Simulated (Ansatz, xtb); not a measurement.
## C4H9BS: which of two structures lies lower

We compare a, `B1CCSCC1`, a singlet, with b, a singlet given by its coordinates. Both are isolated molecules in the gas phase, relaxed with PBE0-D3(BJ)/def2-SVP; the shapes shown needn't be the lowest conformers.

a (Å):

```xyz
15

C    -1.8657    1.6089    0.9705
C    -2.2911    0.2881    0.3399
C    -0.2943    0.5002   -1.5073
C     0.1501    1.8229   -0.8939
B    -0.7546    2.4284    0.2317
S    -0.8883   -0.6892   -0.2710
H    -0.5173    3.5556    0.6175
H    -2.7381    2.2457    1.2048
H    -1.3998    1.4165    1.9609
H    -2.9836    0.4584   -0.5020
H    -2.8186   -0.3635    1.0535
H    -1.0987    0.6590   -2.2456
H     0.5244   -0.0083   -2.0393
H     0.3725    2.5760   -1.6717
H     1.1200    1.6839   -0.3696
```

b (Å):

```xyz
15

C     2.7687    0.9266   -0.1845
C     1.9043   -0.0057    0.6398
C     0.4996    0.0140    0.0464
C     0.1336    1.4682   -0.2339
B     2.7044    0.9689   -1.7491
S     1.6687    2.3532   -0.6957
H     1.9766    0.2224   -2.3635
H     3.5805    1.5665   -2.3329
H     3.6568    1.3156    0.3273
H     2.3286   -1.0231    0.6189
H     1.8808    0.3157    1.6953
H    -0.2411   -0.4469    0.7179
H     0.4867   -0.5531   -0.8942
H    -0.2519    1.9794    0.6611
H    -0.6003    1.5824   -1.0441
```

Close contacts (Å): C1–C2 1.52, C1–B5 1.57, C1–S6 1.87, C2–C3 1.52, C3–C4 1.53, C4–S6 1.83, B5–S6 2.02, C1–H9 1.10, C2–H10 1.10, C2–H11 1.10, C3–H12 1.10, C3–H13 1.10, C4–H14 1.10, C4–H15 1.10, B5–H7 1.21, B5–H8 1.21.

Quicker runs give these differences E(b) − E(a): GFN2-xTB −14.9 kcal/mol; HF/STO-3G −5.2 kcal/mol (at GFN2-xTB geometries); r2SCAN-D4/def2-SVP −5.0 kcal/mol (at GFN2-xTB geometries).

Task: Estimate E(b) − E(a) at the level CCSD(T)/def2-SVP + ΔMP2/def2-TZVPP.

Result: Calculated at CCSD(T)/def2-SVP + ΔMP2/def2-TZVPP: E(b) − E(a) = −2.3 kcal/mol, so structure b lies lower.

How the difference moves with the method:

```tsv
level	geometry	E(b) − E(a) (kcal/mol)	departure from the last row (kcal/mol)	job, with rough time for the two
GFN2-xTB	GFN2-xTB	−14.9	−12.7	optimisation, 0.22 s
HF/STO-3G	GFN2-xTB	−5.2	−2.9	single point, 0.34 s
r2SCAN-D4/def2-SVP	GFN2-xTB	−5.0	−2.8	single point, 3.7 s
PBE0-D3(BJ)/def2-SVP	PBE0-D3(BJ)/def2-SVP	−1.3	+1.0	optimisation, 79 s
HF/def2-SVP	PBE0-D3(BJ)/def2-SVP	+8.6	+10.9	part of the CCSD(T) run
MP2/def2-SVP	PBE0-D3(BJ)/def2-SVP	−2.8	−0.5	part of the CCSD(T) run
CCSD(T)/def2-SVP	PBE0-D3(BJ)/def2-SVP	−1.6	+0.6	single point
CCSD(T)/def2-SVP + ΔMP2/def2-TZVPP	PBE0-D3(BJ)/def2-SVP	−2.3		single point, 59 s
```

HF/def2-SVP puts the two in the other order. The largest departure from CCSD(T)/def2-SVP + ΔMP2/def2-TZVPP is that of GFN2-xTB, 12.7 kcal/mol. The last row adds to CCSD(T) the change of the MP2 difference between the two basis sets, here −0.6 kcal/mol.

With thermal terms from frequencies at re-optimised GFN2-xTB minima (ideal gas, soft modes damped towards free rotors, one conformer each, 298.15 K, 1 atm): the zero-point term adds +0.6 kcal/mol; ΔH is −2.0 and ΔG −1.1 kcal/mol.

The correlated steps freeze 10 core orbitals. Programs: Ansatz 0.2.0, xtb 6.7.1; the last row on 4 threads of Arm Neoverse V1 on a shared host.
